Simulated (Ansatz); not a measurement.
Na10Br10⁺ (started as a model of: 2x2x5 NaBr rock-salt block). The state is a doublet with charge 1. Geometry r2SCAN-D4/def2-SVP, that of the neutral singlet; atoms count from 1.

```xyz
20

Na   -0.713    4.646   -3.419
Br   -1.015    3.258   -1.021
Na   -0.921    1.290    0.982
Br   -1.176   -0.192    3.356
Na   -1.032   -2.207    5.277
Br    2.026    4.310   -3.756
Na    1.739    2.468   -1.609
Br    1.918    0.823    0.719
Na    1.574   -1.046    2.851
Br    1.700   -2.710    5.153
Br   -1.701    2.709   -5.152
Na   -1.574    1.046   -2.850
Br   -1.917   -0.823   -0.719
Na   -1.738   -2.468    1.609
Br   -2.028   -4.309    3.755
Na    1.031    2.207   -5.277
Br    1.177    0.192   -3.356
Na    0.923   -1.290   -0.982
Br    1.015   -3.258    1.021
Na    0.712   -4.646    3.419
```

Single mean-field runs in def2-SVP are fitted with def2-universal-jkfit.

(1) Estimate the Mulliken populations from the PBE0/def2-SVP orbitals of Ansatz.

(2) Where does the spin sit?

Results:

(1) 
| atom | charge (e) | spin (α − β) |
| --- | --- | --- |
| Na1 | 0.58 | -0.01 |
| Br2 | -0.47 | 0.07 |
| Na3 | 0.52 | 0.00 |
| Br4 | -0.47 | 0.07 |
| Na5 | 0.58 | -0.01 |
| Br6 | -0.40 | 0.18 |
| Na7 | 0.52 | 0.00 |
| Br8 | -0.48 | 0.03 |
| Na9 | 0.52 | 0.00 |
| Br10 | -0.40 | 0.18 |
| Br11 | -0.40 | 0.18 |
| Na12 | 0.52 | 0.00 |
| Br13 | -0.48 | 0.03 |
| Na14 | 0.52 | 0.00 |
| Br15 | -0.40 | 0.18 |
| Na16 | 0.58 | -0.01 |
| Br17 | -0.47 | 0.07 |
| Na18 | 0.52 | 0.00 |
| Br19 | -0.47 | 0.07 |
| Na20 | 0.58 | -0.01 |
Mulliken values depend strongly on the basis.

(2) Summed by element: Na -0.07, Br 1.07, of 1 unpaired in all. Largest on single atoms: Br6 0.18, Br10 0.18, Br15 0.18.
